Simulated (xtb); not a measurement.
xtb input (GFN2-xTB):

```bash
xtb mol.xyz --gfn 2 --ohess tight --chrg 1 --uhf 0
```
mol.xyz:
```
11

C     -2.01026408    -0.19750836    -0.35468892
O     -0.64681964    -0.56334520    -0.41747059
B      0.39058490     0.16050925     0.07907317
O      0.57668801     1.30429981     0.77869163
O      1.71260333    -0.53503993    -0.09724527
H     -2.34983468    -0.31903912     0.67948953
H     -2.11016866     0.77003962    -0.77171119
H     -2.57780274    -0.95649827    -0.96178647
H     -0.18408505     1.86110391     0.97820233
H      1.76879818    -1.40158121    -0.58405417
H      2.53466023    -0.16264674     0.20218386
```

End of the output:

```
         :::::::::::::::::::::::::::::::::::::::::::::::::::::
         ::                  THERMODYNAMIC                  ::
         :::::::::::::::::::::::::::::::::::::::::::::::::::::
         :: total free energy         -18.234968596355 Eh   ::
         ::.................................................::
         :: total energy              -18.286717952520 Eh   ::
         :: zero point energy           0.082253295639 Eh   ::
         :: G(RRHO) w/o ZPVE           -0.030503939474 Eh   ::
         :: G(RRHO) contrib.            0.051749356165 Eh   ::
         :::::::::::::::::::::::::::::::::::::::::::::::::::::
imag cut-off (cm-1) :    5.00
 found            1  significant imaginary frequency
 writing imag mode distorted coords to xtbhess.xyz
 for further optimization.

optimized geometry written to: xtbopt.xyz

           -------------------------------------------------
          | TOTAL ENERGY              -18.286717952520 Eh   |
          | TOTAL ENTHALPY            -18.196319658155 Eh   |
          | TOTAL FREE ENERGY         -18.234968596355 Eh   |
          | GRADIENT NORM               0.000214426506 Eh/α |
          | HOMO-LUMO GAP               7.224801788899 eV   |
           -------------------------------------------------

------------------------------------------------------------------------
------------------------------------------------------------------------
 total:
 SCF:
 ANC optimizer:
 analytical hessian:
```

It need not be the lowest isomer of its formula.
